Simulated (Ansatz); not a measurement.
C2H5O, SMILES CC[O-], charge -1.

The structure is a stationary point at PBE0-D3(BJ)/def2-SVPD.

Two levels are set side by side: PBE/def2-SVPD (Ansatz, a first-principles code) and ωB97X-V/def2-SVPD (Ansatz). Energy differences of separate SCF runs at the same geometry; the states with an electron removed or added have multiplicity 2. Differences are taken from unrounded values.

| quantity | ωB97X-V | PBE | PBE minus ωB97X-V |
|---|---|---|---|
| vertical ionisation energy (eV) | 1.71 | 1.83 | 0.12 |
| vertical singlet–triplet gap (eV) | 3.95 | 3.54 | -0.41 |
